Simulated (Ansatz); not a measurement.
CH$_{8}$FNO$_{2}$Si$_{2}$ (`CO[SiH2]N[SiH](O)F`). The species carries charge 0 and has multiplicity 1. All single points use the PBE0-D4/def2-TZVP geometry. It is one conformer, not always the lowest.

```xyz
15

C     0.716   -0.859   -2.196
O     0.141   -0.719   -0.912
Si    1.058   -0.391    0.427
N    -0.046    0.077    1.651
Si   -1.433    1.077    1.501
O    -1.855    1.146   -0.065
F    -1.143    2.567    1.979
H     1.394   -0.029   -2.425
H     1.270   -1.800   -2.277
H    -0.088   -0.867   -2.933
H     2.022    0.668    0.027
H     1.806   -1.586    0.897
H     0.100   -0.351    2.554
H    -2.505    0.592    2.391
H    -1.436    0.474   -0.620
```

**Question.** What is the dipole moment at B3LYP/def2-TZVPP? (An estimate is asked.)

**Answer.** The calculation gave: 3.62 D, with components (1.99, -2.91, -0.83) D in this frame, pointing from negative to positive charge.

**Question.** And with PBE, r2SCAN, ωB97M-V? (Estimate.)

**Answer.** The calculation gave: PBE 3.46 D, r2SCAN 3.52 D, ωB97M-V 3.60 D.

**Question.** Give the Mulliken charges with B3LYP, PBE, r2SCAN in def2-TZVPP. (Best estimate.)

**Answer.** Ansatz gave: 
```tsv
atom	B3LYP	PBE	r2SCAN
C1	-0.13	-0.15	0.00
O2	-0.41	-0.33	-0.42
Si3	0.50	0.40	0.52
N4	-0.34	-0.27	-0.39
Si5	0.73	0.60	0.75
O6	-0.41	-0.36	-0.42
F7	-0.32	-0.28	-0.32
H8	0.11	0.10	0.07
H9	0.11	0.11	0.07
H10	0.11	0.11	0.06
H11	-0.08	-0.08	-0.09
H12	-0.08	-0.07	-0.08
H13	0.12	0.13	0.14
H14	-0.11	-0.11	-0.11
H15	0.21	0.20	0.22
```

B3LYP here is the variant with VWN-RPA as its local correlation; programs differ in this.
